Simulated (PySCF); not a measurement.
## Electron attachment to `[NH2][Cu][NH2]` (CuH4N2•)

System: `[NH2][Cu][NH2]` (CuH4N2•, doublet). Coordinates in Å; atoms count from 1 in this order:
```
Cu    0.0008    0.0006   -0.0090
N     0.0041   -0.0239    1.7915
H     0.6547    0.4924    2.3939
H    -0.6456   -0.5548    2.3822
N    -0.0037    0.0262   -1.8093
H     0.6435    0.5595   -2.4005
H    -0.6558   -0.4889   -2.4113
```

Level of theory: ωB97X-D3(BJ)/ma-def2-SVP single points in PySCF, grid level 2; every species was optimised with PBE-D3(BJ)/ma-def2-SVP. The prefix ma- adds one diffuse s and one diffuse p function on all atoms but H. ωB97X-D3(BJ) is ωB97X-V with D3(BJ) in place of VV10. Thermal corrections: GFN2-xTB frequencies, unscaled, ideal gas at 298.15 K and 1 bar, quasi-RRHO entropy. These were taken at the GFN2-xTB minima.

Frontier levels of the parent: HOMO -8.27 eV, LUMO -1.25 eV.

Reduction to the singlet anion:
| Property | Result |
| --- | --- |
| Vertical electron affinity (electronic) | 1.42 eV |
| Adiabatic electron affinity (with zero-point energy) | 1.64 eV |
| Adiabatic, electronic part | 1.62 eV |
| Vertical gap at the product's structure | 2.30 eV |
| Inner reorganisation energy (four-point) | 873 meV |
| Relaxation of product / of parent | 197 / 676 meV |
| Largest changes of atomic charge | Cu1 -0.45, N5 -0.14, N2 -0.14 |
| Distances that move most (Å) | Cu1–N2 1.801 → 1.887; Cu1–N5 1.801 → 1.887; N2–H3 1.026 → 1.035; N5–H7 1.026 → 1.035 |

Vertical electron affinity to the triplet anion: -0.29 eV. This state was not relaxed. The value is negative, so the extra electron is not bound, and the number hangs on the basis.

Known limits: ma-def2-SVP is a small basis, whose errors can reach tens of kJ/mol; the split of the reorganisation energy is sensitive to the structures, which come from another level (PBE-D3(BJ)/ma-def2-SVP).
